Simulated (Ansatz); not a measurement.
`CSS[SiH3]`. The species carries charge 0 and has multiplicity 1.

Cartesian coordinates in Å:
```
C 0.8213 -1.6238 0.6339
S -0.7547 -0.8839 1.0916
S -1.4863 -0.2731 -0.7348
Si -0.6423 1.6932 -0.6709
H 0.6717 -2.4655 -0.0412
H 1.2660 -1.9811 1.5658
H 1.4828 -0.8858 0.1805
H 0.8329 1.6057 -0.5235
H -1.2111 2.4640 0.4604
H -0.9802 2.3503 -1.9617
```

Q: What are the harmonic wavenumbers in cm⁻¹ at PBE0-D4/def2-TZVP (Ansatz, finite differences of forces, unscaled)? (An estimate is asked.)

A: The calculation gave: 87, 124, 164, 188, 248, 497, 522, 622, 629, 723, 913, 928, 944, 971, 973, 1339, 1446, 1469, 2220, 2231, 2246, 3055, 3147, 3161.

Q: Is this a minimum?

A: Yes, all 24 modes are real.

Q: Give the ideal-gas thermochemistry at 298.15 K and 1 bar (rigid rotor, harmonic oscillator; point group C1, symmetry number 1).

A: Zero-point energy 172.5 kJ/mol; H(298) − E = 193.5 kJ/mol; entropy 349.0 J/(mol·K), of which translation 167.5, rotation 113.3, vibration 68.1; G(298) − E = 89.5 kJ/mol. Modes under 100 cm⁻¹ are hindered rotations or soft bends, so the harmonic entropy is rough.

Q: Rotational constants (cm⁻¹)?

A: 0.1952, 0.06808, 0.06099.
